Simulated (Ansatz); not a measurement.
Basis-set extrapolation for `OB(O[SiH3])O[SiH3]` (PBE0-D4/def2-TZVP geometry, frozen core, the Gaussian-basis code of Ansatz). Multiplicity 1, RHF reference.

|  | def2-TZVPP | def2-QZVPP |
| --- | --- | --- |
| HF | -831.611752 | -831.642999 |
| MP2 correlation | -1.045268 | -1.128307 |
| CCSD(T) correlation | -1.130086 | not run |

Energies in hartree. Use E(X) = E(∞) + A·exp(−7.88·√X) for Hartree–Fock and E(X) = E(∞) + B·X^(−2.97) for correlation, with X = 3 and 4, and add CCSD(T) minus MP2 of the smaller set to the MP2 limit.

Question: What is the CCSD(T) energy at the basis-set limit?

Answer: HF limit: -831.642999 + (-0.031247) × 0.13774 = -831.64730. MP2 limit: -1.128307 + (-0.083039) × 0.74074 = -1.18982. Higher-order term: -1.130086 − (-1.045268) = -0.08482. Total: -832.92194 hartree, 472.9 kJ/mol below CCSD(T)/def2-TZVPP.
